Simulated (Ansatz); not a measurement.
Calculated with Ansatz (gas phase, PBE0-D4/def2-TZVP geometries, no zero-point term in ΔE). CCSD(T)/CBS is the MP2 limit (def2-TZVPP, def2-QZVPP) plus CCSD(T) − MP2 in def2-TZVPP, frozen cores. DFT in def2-TZVPP. B3LYP here is the variant with VWN-RPA as its local correlation; programs differ in this. Each species was taken in one conformer, which may not be the lowest.

`FC(F)(F)COBCl` + `BBC` → `BB(C)BCl` + `OCC(F)(F)F`  (formal exchange of groups at a B–O bond)

| species | B3LYP-D4 energy (Eh) |
| --- | --- |
| `FC(F)(F)COBCl` | -938.16404 |
| `BBC` | -91.41879 |
| `BB(C)BCl` | -576.54613 |
| `OCC(F)(F)F` | -452.98479 |

Work out ΔE.

ΔE = (-576.54613) + (-452.98479) − (-938.16404) − (-91.41879) = 0.05191 Eh = +136.3 kJ/mol. CCSD(T)/CBS gives +134.7 kJ/mol.

Largest T1 diagnostic among the species: 0.014.

From BLYP to BHLYP (50 % exact exchange), in def2-TZVPP and without D4, ΔE moves by +10.1 kJ/mol. At CCSD(T), def2-SVP lies +19.4 kJ/mol from the extrapolated value and def2-TZVPP +2.8 kJ/mol. Leaving LDA and LC-ωPBE aside and taking each functional with its dispersion term where it has one, the values, not all of them listed here, spread over 23.1 kJ/mol, from revPBE-D4 to CAM-B3LYP-D4. LDA lies +7.6 kJ/mol from PBE without D4.
